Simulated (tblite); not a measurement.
A geometry optimisation, step by step.

Compound: 2-butoxy-1,3,2-dioxaphospholane 2-oxide, C₆H₁₃O₄P.
Atom-mapped SMILES: `[CH3:1][CH2:2][CH2:3][CH2:4][O:5][P:6]1(=[O:7])[O:8][CH2:9][CH2:10][O:11]1` (hydrogens: H12, H13, H14 on C1; H15, H16 on C2; H17, H18 on C3; H19, H20 on C4; H21, H22 on C9; H23, H24 on C10)

Computed with GFN2-xTB (tblite), gas phase: L-BFGS steps from a force-field or distance-geometry start until the largest atomic force falls under 0.01 eV/Å. 8 of its 225 geometries are shown.

Step 0: E = -1045.0674 eV, largest atomic force 2.454 eV/Å
```
atom  x, y, z in Å  |  force x, y, z in eV/Å
C1     -3.984   -0.781    0.897   -0.827   0.024   0.180
C2     -2.936    0.255    0.532    0.480  -0.153   0.777
C3     -1.663   -0.416   -0.005   -0.422   0.050  -0.372
C4     -0.607    0.622   -0.375   -0.098  -0.264   0.719
O5      0.528   -0.071   -0.862    0.552   0.142  -0.358
P6      1.817    0.834   -1.187   -0.132   1.544  -1.345
O7      1.597    2.072   -1.996    0.145  -2.047   1.345
O8      2.487    1.051    0.287    0.434  -0.359  -0.171
C9      3.717    0.320    0.340   -0.350   0.454   0.206
C10     3.564   -0.817   -0.656    0.097   0.136  -0.483
O11     2.888   -0.235   -1.773   -0.173   0.155   0.614
H12    -3.630   -1.474    1.664    0.044   0.138  -0.168
H13    -4.891   -0.281    1.300    0.531  -0.319  -0.280
H14    -4.281   -1.361    0.016    0.083   0.140   0.235
H15    -2.688    0.845    1.437   -0.019  -0.253  -0.362
H16    -3.343    0.948   -0.188   -0.059   0.158  -0.366
H17    -1.262   -1.115    0.729    0.049   0.116   0.105
H18    -1.915   -1.015   -0.896    0.100   0.272   0.195
H19    -0.979    1.305   -1.127   -0.055   0.244  -0.231
H20    -0.314    1.196    0.524   -0.113  -0.046  -0.264
H21     4.509    1.015    0.047    0.141  -0.139  -0.057
H22     3.895   -0.034    1.355   -0.134   0.033   0.078
H23     2.950   -1.614   -0.250   -0.160  -0.156   0.170
H24     4.529   -1.227   -0.972   -0.114   0.131  -0.164
```

Step 32: E = -1045.2527 eV, largest atomic force 0.038 eV/Å
```
atom  x, y, z in Å  |  force x, y, z in eV/Å
C1     -4.002   -0.783    0.893   -0.011  -0.017   0.002
C2     -2.942    0.251    0.533   -0.011  -0.006   0.003
C3     -1.676   -0.412   -0.007    0.015   0.005   0.004
C4     -0.596    0.620   -0.297    0.021   0.018  -0.006
O5      0.634   -0.049   -0.571    0.012   0.005  -0.017
P6      1.810    0.850   -1.191    0.004   0.002  -0.001
O7      1.368    1.927   -2.054    0.008   0.000   0.000
O8      2.721    1.276    0.085   -0.004  -0.002  -0.020
C9      3.727    0.323    0.345   -0.008   0.002  -0.012
C10     3.575   -0.798   -0.711   -0.013   0.007  -0.008
O11     2.819   -0.252   -1.770   -0.030  -0.002   0.001
H12    -3.625   -1.468    1.649    0.009  -0.005   0.010
H13    -4.892   -0.299    1.285   -0.009   0.018  -0.008
H14    -4.283   -1.364    0.018   -0.004   0.001  -0.021
H15    -2.690    0.836    1.420    0.000  -0.003   0.016
H16    -3.337    0.942   -0.213    0.001  -0.017  -0.013
H17    -1.290   -1.122    0.727    0.005   0.011   0.017
H18    -1.903   -0.966   -0.918    0.012   0.000  -0.005
H19    -0.855    1.244   -1.156   -0.026   0.013  -0.007
H20    -0.452    1.279    0.566   -0.004  -0.005   0.037
H21     4.695    0.826    0.259    0.010  -0.022  -0.001
H22     3.607   -0.067    1.360    0.000  -0.012  -0.017
H23     3.040   -1.654   -0.290    0.020   0.005   0.022
H24     4.534   -1.122   -1.120    0.002   0.004   0.024
```

Step 64: E = -1045.2748 eV, largest atomic force 0.054 eV/Å
```
atom  x, y, z in Å  |  force x, y, z in eV/Å
C1     -3.977   -0.858    0.746   -0.009  -0.003  -0.011
C2     -2.959    0.251    0.507    0.002   0.005  -0.009
C3     -1.583   -0.315    0.165    0.001  -0.009   0.007
C4     -0.538    0.779   -0.019   -0.001  -0.005   0.008
O5      0.726    0.161   -0.230    0.025   0.023  -0.005
P6      1.775    0.820   -1.250    0.013   0.006  -0.019
O7      1.218    1.725   -2.235    0.000  -0.013   0.008
O8      2.947    1.394   -0.291    0.020  -0.023   0.023
C9      3.656    0.301    0.242    0.003   0.004   0.035
C10     3.539   -0.860   -0.780    0.018   0.014  -0.002
O11     2.593   -0.469   -1.750   -0.030  -0.014  -0.007
H12    -3.636   -1.529    1.530   -0.010   0.022   0.017
H13    -4.934   -0.437    1.042   -0.011   0.007   0.023
H14    -4.133   -1.444   -0.157    0.044   0.004  -0.031
H15    -2.882    0.871    1.403    0.011  -0.021   0.000
H16    -3.299    0.891   -0.308   -0.002   0.009  -0.014
H17    -1.248   -0.977    0.966   -0.001   0.003   0.017
H18    -1.633   -0.906   -0.750   -0.028   0.008  -0.017
H19    -0.769    1.420   -0.875   -0.032  -0.013  -0.005
H20    -0.467    1.405    0.876   -0.037  -0.005   0.022
H21     4.692    0.611    0.397   -0.024   0.019  -0.007
H22     3.212    0.006    1.198    0.025   0.005  -0.009
H23     3.202   -1.778   -0.292    0.018  -0.004   0.012
H24     4.487   -1.042   -1.292    0.005  -0.019  -0.036
```

Step 96: E = -1045.3024 eV, largest atomic force 0.063 eV/Å
```
atom  x, y, z in Å  |  force x, y, z in eV/Å
C1     -3.978   -0.892    0.591   -0.002   0.001  -0.006
C2     -2.981    0.256    0.488   -0.013  -0.008   0.000
C3     -1.554   -0.241    0.259   -0.025  -0.015  -0.006
C4     -0.571    0.919    0.185   -0.013   0.002   0.008
O5      0.763    0.431    0.150    0.042  -0.030   0.015
P6      1.690    0.715   -1.124    0.037   0.026  -0.018
O7      1.061    1.449   -2.204   -0.027  -0.005  -0.001
O8      3.029    1.340   -0.470    0.003  -0.003   0.003
C9      3.748    0.281    0.121    0.006  -0.034   0.003
C10     3.571   -0.917   -0.828   -0.012  -0.001   0.001
O11     2.319   -0.737   -1.455   -0.021  -0.009   0.004
H12    -3.781   -1.497    1.473    0.031  -0.013  -0.015
H13    -4.992   -0.506    0.664    0.003  -0.006   0.002
H14    -3.917   -1.532   -0.286   -0.004   0.015   0.005
H15    -3.014    0.844    1.408    0.001   0.005  -0.014
H16    -3.266    0.913   -0.336    0.014  -0.010  -0.003
H17    -1.251   -0.907    1.070   -0.030   0.016   0.023
H18    -1.498   -0.806   -0.673   -0.009  -0.014  -0.017
H19    -0.751    1.524   -0.707   -0.030   0.036  -0.004
H20    -0.657    1.551    1.074   -0.002   0.014   0.017
H21     4.786    0.587    0.238    0.042   0.022  -0.041
H22     3.312    0.043    1.096    0.007   0.010   0.036
H23     3.576   -1.866   -0.288   -0.023  -0.006  -0.003
H24     4.343   -0.931   -1.604    0.025   0.005   0.011
```

Step 128: E = -1045.3259 eV, largest atomic force 0.048 eV/Å
```
atom  x, y, z in Å  |  force x, y, z in eV/Å
C1     -3.946   -0.930    0.444   -0.009  -0.001  -0.011
C2     -2.990    0.256    0.402    0.013   0.000  -0.010
C3     -1.531   -0.195    0.356    0.000   0.002  -0.008
C4     -0.577    0.994    0.370   -0.014  -0.008   0.010
O5      0.778    0.562    0.348    0.003   0.007  -0.025
P6      1.615    0.684   -1.014   -0.020  -0.014   0.014
O7      0.917    1.339   -2.104    0.012  -0.017   0.018
O8      3.018    1.319   -0.540    0.016  -0.017  -0.006
C9      3.849    0.305   -0.021    0.009  -0.011   0.014
C10     3.496   -0.977   -0.802   -0.028   0.006  -0.022
O11     2.173   -0.815   -1.266    0.018   0.012   0.036
H12    -3.717   -1.583    1.283    0.002   0.026   0.012
H13    -4.971   -0.583    0.550   -0.011  -0.019  -0.015
H14    -3.874   -1.514   -0.471    0.013   0.006   0.004
H15    -3.149    0.883    1.283    0.022  -0.027   0.013
H16    -3.207    0.865   -0.477    0.007   0.011  -0.007
H17    -1.320   -0.836    1.216    0.033   0.013  -0.013
H18    -1.346   -0.775   -0.551   -0.001   0.013   0.007
H19    -0.760    1.636   -0.497   -0.011  -0.014   0.021
H20    -0.700    1.579    1.287   -0.001  -0.007  -0.006
H21     4.887    0.611   -0.164   -0.010  -0.010  -0.005
H22     3.643    0.166    1.046   -0.009   0.024  -0.025
H23     3.552   -1.865   -0.165   -0.026   0.027  -0.030
H24     4.151   -1.105   -1.671   -0.008  -0.003   0.035
```

Step 160: E = -1045.3509 eV, largest atomic force 0.046 eV/Å
```
atom  x, y, z in Å  |  force x, y, z in eV/Å
C1     -3.721   -0.999    0.158    0.024   0.010   0.002
C2     -2.860    0.245    0.330   -0.002   0.013  -0.001
C3     -1.384   -0.103    0.506   -0.009   0.001  -0.005
C4     -0.536    1.148    0.692    0.002   0.002   0.004
O5      0.851    0.858    0.572    0.005   0.018   0.008
P6      1.417    0.658   -0.915   -0.002  -0.014  -0.006
O7      0.554    1.149   -1.971   -0.005   0.015  -0.030
O8      2.905    1.259   -0.824    0.037  -0.004   0.010
C9      3.771    0.300   -0.260    0.015   0.010   0.008
C10     3.231   -1.076   -0.702    0.001  -0.002   0.013
O11     1.861   -0.901   -0.980   -0.025  -0.021  -0.008
H12    -3.651   -1.638    1.034    0.002  -0.018   0.004
H13    -4.763   -0.722    0.016    0.002  -0.011  -0.007
H14    -3.390   -1.562   -0.710   -0.020  -0.035  -0.010
H15    -3.209    0.813    1.196    0.027   0.003  -0.002
H16    -2.959    0.879   -0.552   -0.036   0.025   0.015
H17    -1.249   -0.777    1.355    0.008   0.018  -0.004
H18    -1.015   -0.609   -0.390   -0.003  -0.017  -0.019
H19    -0.808    1.888   -0.065   -0.005  -0.008  -0.004
H20    -0.664    1.580    1.687    0.005   0.007   0.027
H21     4.779    0.491   -0.631    0.001   0.005  -0.005
H22     3.751    0.386    0.830   -0.001  -0.010   0.002
H23     3.350   -1.827    0.082   -0.018   0.006   0.015
H24     3.728   -1.421   -1.615   -0.003   0.008  -0.009
```

Step 192: E = -1045.3667 eV, largest atomic force 0.034 eV/Å
```
atom  x, y, z in Å  |  force x, y, z in eV/Å
C1     -3.595   -1.107    0.202   -0.013  -0.010  -0.006
C2     -2.809    0.186    0.383   -0.009  -0.009   0.004
C3     -1.302   -0.051    0.327    0.000  -0.009   0.000
C4     -0.519    1.219    0.626    0.006   0.017   0.001
O5      0.880    1.012    0.485    0.019  -0.013   0.018
P6      1.451    0.833   -1.004    0.002   0.014  -0.025
O7      0.667    1.457   -2.051    0.012   0.005  -0.006
O8      2.985    1.272   -0.824   -0.020   0.004   0.007
C9      3.740    0.222   -0.267   -0.024  -0.004  -0.006
C10     2.960   -1.095   -0.527    0.003  -0.010   0.003
O11     1.753   -0.751   -1.162   -0.019  -0.004  -0.003
H12    -3.376   -1.808    1.006    0.002   0.027  -0.015
H13    -4.663   -0.902    0.207    0.017  -0.026   0.000
H14    -3.339   -1.582   -0.742    0.001   0.022   0.002
H15    -3.074    0.637    1.343    0.027  -0.003   0.003
H16    -3.083    0.892   -0.403   -0.010  -0.001   0.013
H17    -1.012   -0.828    1.037   -0.019  -0.003   0.023
H18    -1.016   -0.385   -0.674    0.011  -0.009  -0.012
H19    -0.832    2.015   -0.055    0.002   0.010  -0.032
H20    -0.660    1.547    1.659   -0.016   0.000   0.015
H21     4.719    0.223   -0.753    0.005  -0.004  -0.002
H22     3.862    0.388    0.807    0.011   0.006   0.013
H23     2.744   -1.608    0.415    0.025  -0.004  -0.007
H24     3.508   -1.768   -1.193   -0.014   0.003   0.009
```

Step 224: E = -1045.3711 eV, largest atomic force 0.009 eV/Å
```
atom  x, y, z in Å  |  force x, y, z in eV/Å
C1     -3.529   -1.148    0.160    0.000  -0.001  -0.001
C2     -2.794    0.159    0.432    0.001  -0.003  -0.002
C3     -1.282   -0.018    0.324    0.002   0.003   0.003
C4     -0.533    1.280    0.593    0.002  -0.004   0.002
O5      0.872    1.092    0.481   -0.002  -0.001   0.004
P6      1.457    0.883   -0.999    0.000  -0.001   0.001
O7      0.716    1.536   -2.059   -0.003   0.004  -0.007
O8      3.002    1.262   -0.791    0.001   0.006   0.004
C9      3.738    0.169   -0.292    0.005  -0.003  -0.001
C10     2.860   -1.099   -0.464    0.003  -0.001   0.001
O11     1.696   -0.713   -1.152   -0.002  -0.004  -0.004
H12    -3.231   -1.912    0.875    0.004   0.001   0.007
H13    -4.603   -1.006    0.238   -0.005   0.004  -0.002
H14    -3.300   -1.509   -0.840   -0.001  -0.002  -0.007
H15    -3.045    0.519    1.432   -0.003  -0.005   0.005
H16    -3.118    0.914   -0.285    0.001   0.002  -0.001
H17    -0.944   -0.779    1.033   -0.004   0.003  -0.005
H18    -1.014   -0.352   -0.682    0.001   0.002   0.004
H19    -0.848    2.045   -0.123   -0.002  -0.003   0.001
H20    -0.702    1.638    1.612    0.002   0.002  -0.002
H21     4.665    0.104   -0.867    0.002  -0.001   0.002
H22     3.974    0.336    0.763   -0.001   0.005  -0.006
H23     2.590   -1.513    0.513    0.002  -0.001   0.005
H24     3.361   -1.866   -1.059   -0.001  -0.002  -0.001
```

**Question.** Summarise the path.

**Answer.** The energy falls by 0.3038 eV from step 0 to step 224; nine tenths of that is first reached at step 142. It falls at every step. The largest force goes from 2.454 to 0.009 eV/Å. Among the bonds P6=O7 changes most, from 1.494 to 1.449 Å; the atoms move by 1.032 Å rms after alignment.

**Question.** Follow the three bonds and two angles with the largest change from start to end.

**Answer.** 
```
step  E above end (eV)  largest force (eV/Å)  P6=O7 (Å)  C9–C10 (Å)  P6–O8 (Å)  C3–C4–O5 (°)  O5–C4–H20 (°)
   0            0.3038                 2.454      1.494       1.520      1.634         107.7          108.8
  10            0.1650                 0.136      1.453       1.534      1.638         108.2          108.8
  19            0.1381                 0.182      1.451       1.542      1.630         108.1          109.3
  29            0.1196                 0.043      1.450       1.546      1.625         109.0          108.8
  39            0.1155                 0.038      1.450       1.548      1.622         109.5          108.6
  49            0.1118                 0.050      1.449       1.551      1.623         108.8          108.9
  58            0.1019                 0.099      1.449       1.554      1.622         108.5          108.7
  68            0.0944                 0.046      1.449       1.552      1.620         108.7          108.3
  78            0.0884                 0.074      1.449       1.549      1.620         109.3          108.0
  88            0.0738                 0.076      1.450       1.542      1.617         110.0          107.1
  97            0.0681                 0.062      1.450       1.538      1.615         110.2          107.0
 107            0.0587                 0.065      1.451       1.537      1.616         110.2          106.4
 117            0.0519                 0.105      1.452       1.539      1.614         110.7          106.5
 127            0.0457                 0.046      1.451       1.543      1.612         111.0          106.5
 136            0.0394                 0.094      1.450       1.542      1.610         111.3          106.2
 146            0.0247                 0.058      1.451       1.539      1.610         111.9          105.7
 156            0.0215                 0.033      1.450       1.541      1.608         111.7          105.7
 166            0.0154                 0.065      1.451       1.546      1.609         111.1          106.0
 175            0.0094                 0.031      1.450       1.549      1.607         111.7          105.5
 185            0.0073                 0.047      1.449       1.552      1.605         111.3          105.7
 195            0.0035                 0.040      1.449       1.553      1.604         111.4          105.4
 205            0.0023                 0.019      1.449       1.552      1.604         111.3          105.5
 214            0.0008                 0.027      1.449       1.552      1.604         111.0          105.5
 224            0.0000                 0.009      1.449       1.552      1.604         111.1          105.6
```

What follows is the cost of the whole relaxation. On Arm Neoverse V2, one thread, no GPU, shared host with 96 logical CPUs at a one-minute load of 42, this took 1.9 s of wall time.
